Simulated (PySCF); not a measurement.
# Radial density of Xe+ (xenon, charge +1)

UHF, [Kr] 4d10 5s2 5p5, 2P determinant. Computed with PySCF 2.14 in x2c-TZVPall, with scalar relativity by spin-free X2C-1e.

```json
{"r (bohr)": "0.0242", "4πr²ρ (e/bohr)": "67.26", "4πr²(ρα − ρβ)": "0.0079"}
{"r (bohr)": "0.0408", "4πr²ρ (e/bohr)": "61.99", "4πr²(ρα − ρβ)": "0.0217"}
{"r (bohr)": "0.0686", "4πr²ρ (e/bohr)": "87.02", "4πr²(ρα − ρβ)": "0.0236"}
{"r (bohr)": "0.115", "4πr²ρ (e/bohr)": "76.98", "4πr²(ρα − ρβ)": "-0.0066"}
{"r (bohr)": "0.194", "4πr²ρ (e/bohr)": "71.38", "4πr²(ρα − ρβ)": "0.0417"}
{"r (bohr)": "0.326", "4πr²ρ (e/bohr)": "55.24", "4πr²(ρα − ρβ)": "0.0047"}
{"r (bohr)": "0.549", "4πr²ρ (e/bohr)": "26.61", "4πr²(ρα − ρβ)": "0.1151"}
{"r (bohr)": "0.923", "4πr²ρ (e/bohr)": "20.40", "4πr²(ρα − ρβ)": "-0.0128"}
{"r (bohr)": "1.55", "4πr²ρ (e/bohr)": "5.898", "4πr²(ρα − ρβ)": "0.5314"}
{"r (bohr)": "2.61", "4πr²ρ (e/bohr)": "2.298", "4πr²(ρα − ρβ)": "0.3565"}
{"r (bohr)": "4.39", "4πr²ρ (e/bohr)": "0.1655", "4πr²(ρα − ρβ)": "0.0242"}
{"r (bohr)": "7.39", "4πr²ρ (e/bohr)": "0.0003356", "4πr²(ρα − ρβ)": "0.0001"}
```

Densities and radii are taken from the X2C orbitals without a picture-change correction, which distorts them close to the nucleus.

Q: Where is the radial spin density 4πr²(ρα − ρβ) most negative, and why is it negative at all?

A: Around r = 0.923 bohr, down to -0.0128 e/bohr: exchange with the open shell polarises the paired shells in an unrestricted calculation.
